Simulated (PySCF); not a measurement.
Numbering as in the mapped SMILES `[CH2:1]=[CH:2][P:3](=[O:4])([CH:5]=[CH2:6])[CH:7]=[CH2:8]`; H(Xn) means a hydrogen on atom n. Ha(C1), Ha(C6), Ha(C8) are cis to P3; Hb(C1), Hb(C6), Hb(C8) are trans to P3.

Geometry: PBE0-D3(BJ)/def2-SVP; GIAO shifts from PySCF, gas phase, non-relativistic, averaged over equivalent atoms.

At PBE0/pcSseg-0 (94 basis functions, 16 s wall time on 1 thread of an Intel Xeon Platinum 8259CL, shared host):
```csv
atoms,δ (ppm)
C1/C6/C8,147.6
C2/C5/C7,140.6
P3,-56.8
O4,10.2
Ha(C1)/Ha(C6)/Ha(C8),7.17
Hb(C1)/Hb(C6)/Hb(C8),6.66
H(C2)/H(C5)/H(C7),6.37
```

Shifts are taken against calculated references (same method and geometry level): 13C (σref 193.52), 1H (σref 32.83) against TMS; 31P (σref 281.41) against H3PO4; H2O for 17O (σref 337.86).

Q: Predict the values at PBE0/def2-SVP on the same geometry.

A: 
```csv
atoms,δ at PBE0/def2-SVP,change
C1/C6/C8,134.1,-13.5
C2/C5/C7,130.7,-9.9
P3,-2.6,+54.2
O4,34.4,+24.2
Ha(C1)/Ha(C6)/Ha(C8),6.74,-0.43
Hb(C1)/Hb(C6)/Hb(C8),6.19,-0.47
H(C2)/H(C5)/H(C7),6.13,-0.24
```

Chemical shifts δ = σref − σ; 13C (σ = 193.72 ppm), 1H (σ = 31.34 ppm) against TMS; 31P (σ = 385.86 ppm) vs H3PO4; 17O (σ = 343.04 ppm) vs H2O, all at this level.

The largest change is at P3 (phosphorus bonded to 3 C, O). Cost: 161 basis functions, 36 s wall time on 1 thread of an Intel Xeon Platinum 8259CL, shared host.

Experimental scales use liquid or dissolved standards, which lie at an offset from isolated H2O (liquid H2O: subtract about 36 ppm) and H3PO4.
